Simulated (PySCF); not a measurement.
CHF2NOSi, SMILES O=C=N[SiH](F)F. Heavy atoms are numbered as in [SiH:1]([F:2])([F:3])[N:4]=[C:5]=[O:6]. Hydrogens are named by the atom that carries them.

Geometry: B3LYP-D3(BJ)/def2-SVP. The values are those of a single conformer.

All values below come from PySCF with PBE0/pcSseg-1.

GIAO shieldings, no solvent; atoms alike by connectivity are averaged. δ = σ(ref) − σ: ²⁹Si against TMS (σ = 352.7 ppm); ¹⁹F against CFCl3 (σ = 167.2 ppm); ¹⁵N against NH3 (σ = 267.4 ppm); ¹³C against TMS (σ = 186.3 ppm); ¹⁷O against H2O (σ = 334.2 ppm); ¹H against TMS (σ = 31.56 ppm), references at their B3LYP-D3(BJ)/def2-TZVP geometries, non-relativistic.

Computed chemical shifts:
```json
[
 {"nucleus": "²⁹Si", "atoms": "Si1 (SiH)", "count": "1", "δ (ppm)": "-71.8"},
 {"nucleus": "¹⁹F", "atoms": "F2", "count": "2", "δ (ppm)": "-144.9"},
 {"nucleus": "¹⁵N", "atoms": "N4", "count": "1", "δ (ppm)": "52.5"},
 {"nucleus": "¹³C", "atoms": "C5", "count": "1", "δ (ppm)": "126.0"},
 {"nucleus": "¹⁷O", "atoms": "O6", "count": "1", "δ (ppm)": "148.1"},
 {"nucleus": "¹H", "atoms": "H on Si1", "count": "1", "δ (ppm)": "4.79"}
]
```
